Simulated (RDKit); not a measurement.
Input file for RDKit: MMFF94 on FH3Si (SMILES F[SiH3]).

```python
from rdkit import Chem
from rdkit.Chem import AllChem, rdDetermineBonds

blocks = [
'''5

Si   -0.04229528    0.00113394   -0.00933221
F     1.52561026   -0.04016632    0.33677789
H    -0.38344659    1.36894952   -0.45033306
H    -0.30454826   -0.97405984   -1.08729506
H    -0.79542014   -0.35575730    1.21018244
''',
]
mol = None
for b in blocks:
    f = Chem.MolFromXYZBlock(b)
    rdDetermineBonds.DetermineBonds(f, charge=0)
    mol = f if mol is None else Chem.CombineMols(mol, f)
Chem.SanitizeMol(mol)
print(Chem.MolToSmiles(Chem.RemoveHs(mol)))
ff = AllChem.MMFFGetMoleculeForceField(mol, AllChem.MMFFGetMoleculeProperties(mol), nonBondedThresh=100.0, ignoreInterfragInteractions=False)
e = ff.CalcEnergy()
print(f'MMFF94 energy {e:.6f} kcal/mol')
```

Output:

```
F[SiH3]
MMFF94 energy 0.101063 kcal/mol
```

The run finished.

Cost: roughly 0.020 core-seconds.
